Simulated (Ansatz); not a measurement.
The same path of AlFH$_{5}$NSi (9 atoms, charge 0, multiplicity 1) was run twice with different band settings. The coordinate that changes most is the dihedral H6–N1–Al2–Si4.

Computed with RKS LDA/def2-SVP in Ansatz.

Relaxed end points:

```xyz
9
Properties=species:S:1:pos:R:3
N 0.614 1.786 -0.707
Al 0.751 0.046 -0.474
F 2.079 -0.689 -1.163
Si -0.867 -1.247 0.765
H -0.148 2.363 -0.340
H 1.285 2.360 -1.227
H -1.500 -2.316 -0.092
H -0.238 -1.937 1.950
H -1.976 -0.366 1.287
```

```xyz
9
Properties=species:S:1:pos:R:3
N 0.611 1.785 -0.712
Al 0.754 0.048 -0.467
F 2.091 -0.685 -1.142
Si -0.867 -1.247 0.766
H 1.283 2.358 -1.233
H -0.156 2.362 -0.354
H -1.512 -2.301 -0.101
H -0.237 -1.956 1.940
H -1.968 -0.364 1.303
```

Common settings: movable images 7; spring 5.0 eV/Å²; start path through a guess of the saddle point; force threshold 0.05 eV/Å; iteration limit 60; end points relaxed.

| run | climbing image | optimiser |
| --- | --- | --- |
| 1 | yes | quadratic models (default) |
| 2 | from the first iteration | fire |

Q: What does each run give, and how far can it be trusted?

A: Run 1: converged after 17 iterations, highest image 0.356 eV above the first end. A vibrational analysis at the climbing image gives one clearly imaginary mode, 369i cm⁻¹: a first-order saddle point.
Run 2: converged after 48 iterations, highest image 0.361 eV above the first end. The order of the stationary point at the top wasn't checked.
